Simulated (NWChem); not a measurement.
pyrimidine (C$_{4}$H$_{4}$N$_{2}$); SMILES c1ncccn1

```xyz
10

C      0.0000     0.0000    -1.3632
C     -1.1920     0.0000    -0.6236
N     -1.2032     0.0000     0.7192
C      0.0000     0.0000     1.3157
N      1.2032     0.0000     0.7192
C      1.1920     0.0000    -0.6236
H      0.0000     0.0000    -2.4633
H     -2.1748     0.0000    -1.1295
H      0.0000     0.0000     2.4216
H      2.1748     0.0000    -1.1295
```
Atoms are numbered in this order, from 1.

Results from NWChem. Geometry: optimised at PBE-D3(BJ)/def2-SVP.

**Question.** Among these, which level gives the highest value of “dipole (D)”?
A. TPSS/cc-pVDZ
B. TPSS/cc-pVTZ
C. TPSS/aug-cc-pVDZ

**Answer.** C, TPSS/aug-cc-pVDZ. Values: TPSS/cc-pVDZ 2.08; TPSS/cc-pVTZ 2.22; TPSS/aug-cc-pVDZ 2.33
